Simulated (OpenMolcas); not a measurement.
Ag2+ (d9) among equal point charges was computed by CASSCF with the d shell active (OpenMolcas, ANO-RCC-VTZP on the metal). Its lowest spin-free states, and all those of the highest spin:

| 2S+1 | Degeneracy | E (cm-1) |
| --- | --- | --- |
| 2 | 3 | 0.0 |
| 2 | 2 | 2311 |

Is the site octahedral, tetrahedral or cube-like, axial, or of lower symmetry?

The states with 2S+1 = 2 have orbital degeneracies 3, 2. Threefold states need a cubic site. For d9 at this spin an octahedron puts the twofold E below the threefold T2 and a tetrahedron or cube puts the threefold T2 below the twofold E, so the site is a tetrahedron or a cube, which this pattern cannot tell apart. The first gap at this spin, 2310 cm-1, is |10Dq| in ligand-field theory. The run had Ag2+ among 8 point charges of -1.2 e arranged as a cube (Oh), 2.26 Å from the ion.

An orbital triplet at a regular site is open to Jahn-Teller coupling, which can distort the site and quench the lowest spin-orbit gaps and is left out. The ground term spreads over less than 5000 cm-1, several times less than with real ligands, so orbital moments are less quenched and χT lies further from the spin-only value than at real sites. Point charges carry no covalency, so the field is a model and not that of real ligands. No measured value stands beside these numbers.
